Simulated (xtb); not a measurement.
C2H4N (SMILES CC#[NH+]), charge +1, singlet, geometry from GFN2-xTB; GFN2-xTB in xtb.

Input for xtb:
```
$ xtb mol.xyz --gfn 2 --chrg 1 --acc 0.1 --json

# file mol.xyz
7

C     -1.20928336     0.04360792    -0.25940828
C      0.14519314    -0.00523580     0.03114597
N      1.26727056    -0.04569899     0.27184735
H     -1.49115001    -0.80869085    -0.88716666
H     -1.44702356     0.96974746    -0.79390591
H     -1.79477188     0.00961794     0.66578923
H      2.24659284    -0.08101429     0.48192575
```

It wrote (shortened):

```
   ID    Z sym.   atoms
    1    6 C      1, 2
    2    7 N      3
    3    1 H      4-7

           -------------------------------------------------
          |                Calculation Setup                |
           -------------------------------------------------

           -------------------------------------------------
          |                 G F N 2 - x T B                 |
           -------------------------------------------------

          ...................................................
          :                      SETUP                      :
          :.................................................:
          :  # basis functions                  16          :
          :  # atomic orbitals                  16          :
          :  # shells                           10          :
          :  # electrons                        16          :
          :  max. iterations                   250          :
          :  Hamiltonian                  GFN2-xTB          :
          :  restarted?                      false          :
          :  GBSA solvation                  false          :
          :  PC potential                    false          :
          :  electronic temp.          300.0000000     K    :
          :  accuracy                    0.1000000          :
          :  -> integral cutoff          0.3500000E+02      :
          :  -> integral neglect         0.1000000E-08      :
          :  -> SCF convergence          0.1000000E-06 Eh   :
          :  -> wf. convergence          0.1000000E-04 e    :
          :  Broyden damping             0.4000000          :
          :  net charge                          1          :
          :  unpaired electrons                  0          :
          ...................................................

 iter      E             dE          RMSdq      gap      omega  full diag
   1     -8.8298316 -0.882983E+01  0.732E+00    7.40       0.0  T
   2     -8.8929413 -0.631097E-01  0.525E+00    6.52       1.0  T
   3     -8.9438965 -0.509552E-01  0.277E+00    6.19       1.0  T
   4     -8.9477412 -0.384463E-02  0.513E-01    6.12       1.0  T
   5     -8.9483211 -0.579908E-03  0.132E-01    6.08       1.0  T
   6     -8.9483429 -0.218607E-04  0.491E-02    6.11       1.0  T
   7     -8.9483429  0.606596E-07  0.270E-02    6.10       1.4  T
   8     -8.9483467 -0.379343E-05  0.508E-03    6.11       7.4  T
   9     -8.9483468 -0.110358E-06  0.134E-03    6.11      28.2  T
  10     -8.9483468 -0.894906E-08  0.175E-04    6.11     215.8  T
  11     -8.9483468 -0.947491E-10  0.100E-04    6.11     377.2  T
  12     -8.9483468 -0.517986E-10  0.303E-05    6.11    1247.5  T
  13     -8.9483468 -0.490274E-11  0.444E-07    6.11   85197.8  T

   *** convergence criteria satisfied after 13 iterations ***

         :::::::::::::::::::::::::::::::::::::::::::::::::::::
         ::                     SUMMARY                     ::
         :::::::::::::::::::::::::::::::::::::::::::::::::::::
         :: total energy              -8.745653542119 Eh    ::
         :: gradient norm              0.000020706878 Eh/a0 ::
         :: HOMO-LUMO gap              6.106710618309 eV    ::
         ::.................................................::
         :: SCC energy                -8.948346726571 Eh    ::
         :: -> isotropic ES            0.121176494767 Eh    ::
         :: -> anisotropic ES         -0.027903955678 Eh    ::
         :: -> anisotropic XC          0.025000057049 Eh    ::
         :: -> dispersion             -0.001558659414 Eh    ::
         :: repulsion energy           0.202693184451 Eh    ::
         :: add. restraining           0.000000000000 Eh    ::
         :: total charge               1.000000000000 e     ::
         :::::::::::::::::::::::::::::::::::::::::::::::::::::

           -------------------------------------------------
          |                Property Printout                |
           -------------------------------------------------

    * Orbital Energies and Occupations

         #    Occupation            Energy/Eh            Energy/eV
      -------------------------------------------------------------
         1        2.0000           -0.9300867             -25.3089
         2        2.0000           -0.8820165             -24.0009
         3        2.0000           -0.8124898             -22.1090
         4        2.0000           -0.7891034             -21.4726
         5        2.0000           -0.7891034             -21.4726
         6        2.0000           -0.7535288             -20.5046
         7        2.0000           -0.7042009             -19.1623
         8        2.0000           -0.7042009             -19.1623 (HOMO)
         9                         -0.4797835             -13.0556 (LUMO)
        10                         -0.4797835             -13.0556
        11                         -0.2371836              -6.4541
        12                         -0.0579948              -1.5781
        13                          0.0039210               0.1067
        14                          0.0039210               0.1067
        15                          0.0706237               1.9218
        16                          1.0623588              28.9083
      -------------------------------------------------------------
                  HL-Gap            0.2244175 Eh            6.1067 eV
             Fermi-level           -0.5919922 Eh          -16.1089 eV

     #   Z          covCN         q      C6AA      α(0)
     1   6 C        3.752    -0.138    23.217     6.871
     2   6 C        1.891     0.221    25.929     8.224
     3   7 N        1.772    -0.003    21.993     6.944
     4   1 H        0.924     0.196     1.122     1.656
     5   1 H        0.924     0.196     1.122     1.656
     6   1 H        0.924     0.196     1.122     1.656
     7   1 H        0.861     0.333     0.622     1.235

 Mol. C6AA /au·bohr⁶  :        343.684863
 Mol. C8AA /au·bohr⁸  :       7918.232065
 Mol. α(0) /au        :         28.243653

Wiberg/Mayer (AO) data.
largest (>0.10) Wiberg bond orders for each atom

 ---------------------------------------------------------------------------
     #   Z sym  total        # sym  WBO       # sym  WBO       # sym  WBO
 ---------------------------------------------------------------------------
     1   6 C    3.955 --     2 C    1.225     6 H    0.875     5 H    0.875
                             4 H    0.875
     2   6 C    3.909 --     3 N    2.576     1 C    1.225
     3   7 N    3.677 --     2 C    2.576     7 H    0.865
     4   1 H    0.962 --     1 C    0.875
     5   1 H    0.962 --     1 C    0.875
     6   1 H    0.962 --     1 C    0.875
     7   1 H    0.889 --     3 N    0.865
 ---------------------------------------------------------------------------

Topologies differ in total number of bonds
Writing topology from bond orders to xtbtopo.mol

molecular dipole:
                 x           y           z       tot (Debye)
 q only:        0.035      -0.001       0.007
   full:        0.116      -0.004       0.025       0.303
molecular quadrupole (traceless):
                xx          xy          yy          xz          yz          zz
 q only:        9.217      -0.511      -4.925       3.038      -0.110      -4.292
  q+dip:       11.025      -0.611      -5.891       3.633      -0.131      -5.134
   full:        9.343      -0.518      -4.992       3.079      -0.111      -4.351

           -------------------------------------------------
          | TOTAL ENERGY               -8.745653542119 Eh   |
          | GRADIENT NORM               0.000020706878 Eh/α |
          | HOMO-LUMO GAP               6.106710618309 eV   |
           -------------------------------------------------

normal termination of xtb
```
